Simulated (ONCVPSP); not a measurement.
Before and after: ONCV potential for rhenium (Re)

Re, optimised norm-conserving Vanderbilt (ONCV), made with ONCVPSP 4.0.1 (PBE, fully relativistic). Core [Kr] 4d10 4f14 5s2, reference 5p6 5d5 6s2. Waves: 6s: rc 2.50 bohr, ncon 4, nbas 8, qcut 2.7 1/bohr, 2 projectors, debl 2.4 Ha; 5p: rc 1.85 bohr, ncon 4, nbas 7, qcut 6.5 1/bohr, 2 projectors, debl 0.6 Ha; 5d: rc 2.35 bohr, ncon 4, nbas 9, qcut 7.8 1/bohr, 2 projectors, debl 1.9 Ha. Local part: polynomial inside 1.25 bohr (lpopt 5, dvloc0 0 Ha). Core correction: Teter function, fcfact 3.75, rcfact 1.2.

Open shells are filled in proportion to 2j + 1.

In the p channel the program set the typed energies aside and used -1.615, 0.250 Ha (j = l + 1/2; the other j can differ).

All-electron outer shells of the reference configuration (PBE, scalar-relativistic, ld1.x):

```csv
shell,level (eV),outermost node (bohr),outermost maximum (bohr)
5p,-47.01,0.56,1.06
4f,-42.31,–,0.41
6s,-5.94,1.24,2.57
5d,-5.37,0.62,1.41
```

Change: core correction Teter function, fcfact 1.3, rcfact 1.2.

Cutoffs: the cutoffs (Ha) at which the residual kinetic energy of the hardest occupied pseudo-wave falls to 1 and 0.1 mHa per electron; they do not see the model core or the augmentation charge, which bear on the density cutoff. Errors are all-electron minus pseudo energies relative to the spin-unpolarised reference configuration.

How do hardness, ghosts and transferability respond?

The potential gets neither clearly harder nor softer (16 Ha and 20 Ha → 16 Ha and 20 Ha); both files keep a bound ghost (s); the errors of the 4 common tests hardly move. A model core, the more so a compact one, raises the density cutoff, which this test does not measure.

| quantity | base | changed |
| --- | --- | --- |
| cutoff, loose | 16 Ha | 16 Ha |
| cutoff, tight | 20 Ha | 20 Ha |
| bound ghosts | s | s |
| GHOST(+) flags under 300 eV | s at 96.0 eV | s at 96.0 eV |
| error for 5p6 5d5 6s1, meV [ΔE 9.26 eV] | -6.3 | -6.2 |
| error for 5p6 5d5 6s0, meV [ΔE 25.58 eV] | -26 | -26 |
| error for 5p6 5d4 6s0, meV [ΔE 52.70 eV] | +45 | +46 |
| error for 5p6 5d5.5 6s1.5, meV [ΔE 0.38 eV] | -6.6 | -6.6 |
| s: phases at 2.54 bohr within 0.05 rad from the reference energy up to (Ha; the scan ends near 5) | 2.8 | 2.8 |
| p3/2: phases at 1.88 bohr within 0.05 rad from the reference energy up to (Ha; the scan ends near 5) | to the end of the scan | to the end of the scan |
| p1/2: phases at 1.88 bohr within 0.05 rad from the reference energy up to (Ha; the scan ends near 5) | to the end of the scan | to the end of the scan |
| d5/2: phases at 2.39 bohr within 0.05 rad from the reference energy up to (Ha; the scan ends near 5) | to the end of the scan | to the end of the scan |
| d3/2: phases at 2.39 bohr within 0.05 rad from the reference energy up to (Ha; the scan ends near 5) | to the end of the scan | to the end of the scan |
| rms error of d²Exc/dni dnj with the model core, mHa | 5.08 | 6.26 |

 A true bound ghost makes a file unfit for plane-wave use even where its test errors are small: the radial tests pick states by their node count and pass the ghost by.
